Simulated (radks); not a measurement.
Question: The thulium ion Tm4+, 65 electrons, occupied as [Xe] 4f11 (the NIST ground configuration). Method: Dirac Kohn-Sham, PBE, spin-unpolarised, spherical densities, finite nucleus; open shells fill j = l - 1/2 first; Fermi nuclear charge, rms radius 5.2256 fm; computed with a radial shooting solver on a logarithmic mesh with Libxc functionals. Some entries of the table are withheld. Estimate them.

orbital,occ.,eigenvalue (eV),<r> (bohr)
1s1/2,2,-59257.23,0.02001
2s1/2,2,(1),0.08431
2p1/2,2,-9571.603,0.07008
2p3/2,4,-8591.560,0.07747
3s1/2,2,-2300.383,0.2205
3p1/2,2,-2094.752,0.2103
3p3/2,4,-1887.855,0.2242
3d3/2,4,-1536.622,(2)
3d5/2,6,-1491.420,(3)
4s1/2,2,-498.1217,0.4968
4p1/2,2,-415.3056,0.5049
4p3/2,4,-368.3150,0.5364
4d3/2,4,-231.8554,0.5615
4d5/2,6,-223.2504,0.5725
5s1/2,2,-101.2072,1.183
5p1/2,2,-77.3431,1.302
5p3/2,4,-70.5118,1.389
4f5/2,6,-57.2782,0.7071
4f7/2,5,-55.9302,0.7172

Answer: 
(1) 2s1/2 eigenvalue (eV): -10038.35
(2) 3d3/2 <r> (bohr): 0.1973
(3) 3d5/2 <r> (bohr): 0.2016
